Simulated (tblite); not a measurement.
CH12OSi5.
Atom-mapped SMILES: `[SiH3:1][O:2][CH2:3][SiH:4]1[SiH2:5][SiH2:6][SiH2:7]1` (hydrogens: H8, H9, H10 on Si1; H11, H12 on C3; H13 on Si4; H14, H15 on Si5; H16, H17 on Si6; H18, H19 on Si7)

Geometry (GFN2-xTB, Å), atoms numbered from 1 in this order:
```
atom  x, y, z in Å
Si1    2.523    0.830   -0.840
O2     1.249    0.008   -0.266
C3     1.210   -1.308    0.265
Si4   -0.640   -1.507    0.706
Si5   -1.143    0.509    1.835
Si6   -1.979    1.393   -0.186
Si7   -1.740   -0.708   -1.229
H8     1.846    2.066   -1.199
H9     3.554    0.996    0.190
H10    3.129    0.135   -1.980
H11    1.572   -2.016   -0.486
H12    1.887   -1.377    1.121
H13   -0.746   -2.871    1.268
H14   -2.133    0.377    2.919
H15   -0.034    1.209    2.498
H16   -1.209    2.497   -0.774
H17   -3.342    1.950   -0.141
H18   -1.007   -0.778   -2.501
H19   -3.004   -1.396   -1.548
```

All values are computed: GFN2-xTB (tblite) harmonic vibrations without scaling, gas phase. Errors from tens to a few hundred cm⁻¹ against measured bands are possible. Modes of hydrogen on silicon can be 10 to 20 % off. One conformer, not necessarily the lowest.

Harmonic wavenumbers (cm⁻¹): 31.3, 46.3, 49.5, 87.2, 122.5, 153.2, 180.6, 226.4, 266.0, 298.1, 309.6, 361.0, 367.5, 375.5, 387.9, 390.6, 423.1, 423.2, 470.5, 478.5, 540.9, 591.1, 593.6, 606.8, 615.4, 641.4, 737.1, 743.4, 751.2, 789.6, 812.8, 825.3, 828.0, 835.1, 855.8, 1102.7, 1191.0, 1268.7, 1494.1, 2075.8, 2130.3, 2132.7, 2146.5, 2170.9, 2176.5, 2184.0, 2217.0, 2247.5, 2343.9, 2902.2, 2928.7.

A = 1249, B = 709.6, C = 683.0 MHz; mass 179.973 u (most abundant isotopes); point group Cs, symmetry number 1.

Task: What is the zero-point energy?

Result: Half the sum of the wavenumbers: 24464 cm⁻¹ = 292.66 kJ/mol.

Task: What is S at 400 K and 1 bar for an ideal gas of classical rigid rotors and harmonic oscillators?

Result: Translation 179.73, rotation 131.92, vibration 259.21: S = 570.9 J/(mol K).

Task: And Cp and H(400 K) − H(0)?

Result: Cp = 267.49 J/(mol K), of which vibrations give 234.23 (their classical limit is 51 R = 424.0); H(400 K) − H(0) = 65.52 kJ/mol without the zero-point energy, 52.22 from vibrations.

Task: Which modes carry the vibrational entropy at 400 K?

Result: 31.3 cm⁻¹: 26.48; 46.3 cm⁻¹: 23.23; 49.5 cm⁻¹: 22.67; 87.2 cm⁻¹: 17.99; 122.5 cm⁻¹: 15.20; 153.2 cm⁻¹: 13.37 J/(mol K); the other 45 give 140.28 together.

Task: What must be added to the electronic energy to get the Gibbs energy at 400 K and 1 bar?

Result: ZPE + [H(400 K) − H(0)] − T·S = 292.66 + 65.52 − 228.34 = 129.84 kJ/mol.

Task: How do the functions run with temperature in this model?

Result: 
```tsv
T (K)	S (J/(mol K))	Cp (J/(mol K))	H − H(0) (kJ/mol)	G − H(0) (kJ/mol)	ln q(vib)
50	269.2	67.9	2.48	-10.98	1.24
100	326.0	100.8	6.68	-25.93	3.25
298.15	498.1	227.6	40.19	-108.31	11.38
373.15	552.6	258.2	58.46	-147.74	14.42
500	633.8	296.4	93.78	-223.12	19.30
750	764.3	347.0	174.69	-398.56	27.92
1000	869.0	379.6	265.81	-603.15	35.39
```

q(vib) and H(0) count from the zero-point level.

Hindered rotation and anharmonicity are outside this model. Other conformers, if any are populated, would add a mixing term that is left out.
